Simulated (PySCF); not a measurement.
Shifts of the heteroatoms

Molfile (atoms numbered from 1):
```
C4H8N2Si
     RDKit          3D

 15 14  0  0  0  0  0  0  0  0999 V2000
   -1.5922   -1.0796   -0.2448 C   0  0  0  0  0  0  0  0  0  0  0  0
   -0.6889   -0.4842    0.8370 C   0  0  0  0  0  0  0  0  0  0  0  0
   -0.1387    0.8354    0.3613 C   0  0  0  0  0  0  0  0  0  0  0  0
   -1.0835    1.9116    0.4199 C   0  0  0  0  0  0  0  0  0  0  0  0
   -1.8558    2.7554    0.4821 N   0  0  0  0  0  0  0  0  0  0  0  0
    1.0063    1.0712   -0.0958 N   0  0  0  0  0  0  0  0  0  0  0  0
    2.4394    0.1803   -0.4069 Si  0  0  0  0  0  4  0  0  0  0  0  0
   -1.0252   -1.2415   -1.1596 H   0  0  0  0  0  0  0  0  0  0  0  0
   -2.4224   -0.4106   -0.4631 H   0  0  0  0  0  0  0  0  0  0  0  0
   -1.9957   -2.0328    0.0884 H   0  0  0  0  0  0  0  0  0  0  0  0
    0.1428   -1.1583    1.0464 H   0  0  0  0  0  0  0  0  0  0  0  0
   -1.2667   -0.3295    1.7515 H   0  0  0  0  0  0  0  0  0  0  0  0
    2.4495   -1.2531   -0.0809 H   0  0  0  0  0  0  0  0  0  0  0  0
    2.6003    0.3592   -1.8463 H   0  0  0  0  0  0  0  0  0  0  0  0
    3.4264    0.8844    0.4042 H   0  0  0  0  0  0  0  0  0  0  0  0
  1  2  1  0
  2  3  1  0
  3  4  1  0
  4  5  3  0
  3  6  2  0
  6  7  1  0
  1  8  1  0
  1  9  1  0
  1 10  1  0
  2 11  1  0
  2 12  1  0
  7 13  1  0
  7 14  1  0
  7 15  1  0
M  END
```

- σ from GIAO-PBE0/pcSseg-1
- structure optimised with GFN2-xTB
- code: PySCF 2.14.0 with density-fitted response routines
- isolated molecule, rapidly exchanging positions averaged, one computed conformer, non-relativistic

(1) Predict the $^{29}$Si NMR data.

(2) Where does $^{15}$N resonate?

Results:

(1) 
```json
{"atoms": "Si7", "environment": "silicon bonded to N, 3 H", "σ (ppm)": "418.4", "δ (ppm)": "-64.0"}
```

Shieldings were converted by a linear fit to measured shifts: $^{29}$Si: δ = 279.94 − 0.822σ (rms 8.9 ppm, 72 shifts, 25.8 ppm with the 6 outliers that the fit left out vs TMS, solution or neat liquid). Occasional misses reach two or three times the rms, and more in compound classes unlike the fitted ones.

On a 500 MHz spectrometer $^{29}$Si resonates near 99.3 MHz, so 1 ppm is 99.3 Hz.

(2) 
```json
{"atoms": "N6", "environment": "imine nitrogen", "σ (ppm)": "-142.3", "δ (ppm)": "-16.9"}
{"atoms": "N5", "environment": "nitrile nitrogen", "σ (ppm)": "-35.9", "δ (ppm)": "-115.0"}
```

Shieldings were converted by a linear fit to measured shifts: $^{15}$N: δ = -148.07 − 0.921σ (rms 6.3 ppm, 71 shifts vs CH3NO2, solution or neat liquid). A few per cent of atoms miss by over 2 rms, more outside the fitted compound classes.

On a 300 MHz spectrometer $^{15}$N resonates near 30.4 MHz, so 1 ppm is 30.4 Hz.
